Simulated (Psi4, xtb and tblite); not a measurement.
Two geometries of Al(iBu)3, SMILES CC(C)[CH2][Al]([CH2]C(C)C)[CH2]C(C)C (C12H27Al), singlet, relaxed at GFN2-xTB with one dihedral held; other torsions can differ between them too.

Structure A

```
40

Al    -2.3697    -0.5467     1.9419
C     -3.5234    -1.4033     3.3557
C     -3.0437    -1.1262     4.7872
C     -1.7082    -1.8100     5.0507
C     -2.9050     0.3768     4.9932
H     -4.5360    -0.9828     3.2481
H     -3.6555    -2.4901     3.2462
H     -3.7803    -1.5110     5.5069
H     -0.9600    -1.4062     4.3691
H     -1.3773    -1.6394     6.0739
H     -1.7859    -2.8829     4.8888
H     -2.2044     0.7747     4.2506
H     -3.8618     0.8759     4.8559
H     -2.5291     0.6113     5.9873
C     -0.4068    -0.8684     1.6194
C      0.0422    -2.3380     1.6391
C     -0.8284    -3.1638     0.6991
C      1.5165    -2.4724     1.2561
H     -0.1557    -0.4483     0.6318
H      0.2230    -0.3061     2.3254
H     -0.0841    -2.7367     2.6523
H     -0.7049    -2.8276    -0.3291
H     -0.5728    -4.2205     0.7489
H     -1.8810    -3.0465     0.9774
H      1.6819    -2.0970     0.2475
H      2.1437    -1.9041     1.9401
H      1.8318    -3.5141     1.2897
C     -3.2311     0.9498     0.9052
C     -3.9192     0.4719    -0.3808
C     -2.8889    -0.1367    -1.3235
C     -4.9829    -0.5650    -0.0437
H     -3.9813     1.4641     1.5250
H     -2.5029     1.7286     0.6353
H     -4.4026     1.3187    -0.8882
H     -2.3970    -0.9709    -0.8169
H     -3.3552    -0.5066    -2.2350
H     -2.1321     0.5962    -1.5941
H     -4.5092    -1.4027     0.4789
H     -5.7426    -0.1412     0.6090
H     -5.4676    -0.9435    -0.9418
```

Structure B

```
40

Al     1.0257    -2.7108    -4.0972
C      1.9372    -1.6477    -2.6539
C      2.5266    -0.3282    -3.1772
C      1.4238     0.5317    -3.7837
C      3.2510     0.4373    -2.0699
H      1.2584    -1.4184    -1.8188
H      2.7543    -2.2271    -2.1975
H      3.2519    -0.5559    -3.9682
H      0.6898     0.8007    -3.0259
H      1.8267     1.4464    -4.2140
H      0.9145    -0.0297    -4.5736
H      2.5594     0.6830    -1.2656
H      4.0595    -0.1614    -1.6550
H      3.6744     1.3646    -2.4527
C      1.8775    -2.7842    -5.9157
C      3.2664    -3.4289    -5.7705
C      3.1381    -4.7832    -5.0847
C      3.9576    -3.5787    -7.1256
H      1.2911    -3.3967    -6.6174
H      2.0036    -1.8137    -6.4163
H      3.8897    -2.7852    -5.1365
H      2.5309    -5.4573    -5.6857
H      4.1112    -5.2420    -4.9212
H      2.6451    -4.6562    -4.1136
H      3.3689    -4.2185    -7.7809
H      4.0725    -2.6092    -7.6064
H      4.9454    -4.0222    -7.0106
C     -0.5509    -3.8829    -3.6812
C     -1.8749    -3.1501    -3.9379
C     -1.9660    -1.9229    -3.0403
C     -1.9537    -2.7267    -5.3990
H     -0.5384    -4.7992    -4.2903
H     -0.5458    -4.2318    -2.6383
H     -2.7242    -3.8118    -3.7171
H     -1.1126    -1.2705    -3.2465
H     -2.8838    -1.3659    -3.2203
H     -1.9332    -2.2084    -1.9912
H     -1.0971    -2.0841    -5.6290
H     -1.9152    -3.5932    -6.0551
H     -2.8691    -2.1747    -5.6044
```

Problem. Which is lower in energy at the level PBE0-D3(BJ)/def2-SVP // GFN2-xTB run with Psi4, and by how much?

Solution. B is lower, by 0.60 kcal/mol (dihedral C15–Al1–C2–C3: 60° in A, 40° in B).

E(B) − E(A) in kcal/mol at the other levels, on the same two geometries: GFN2-xTB (xtb and tblite) 0.21; PBE0/def2-SVP // GFN2-xTB (Psi4) -1.04; PBE/def2-SVP // GFN2-xTB (Psi4) -1.00; PBE-D3(BJ)/def2-SVP // GFN2-xTB (Psi4) -0.56.
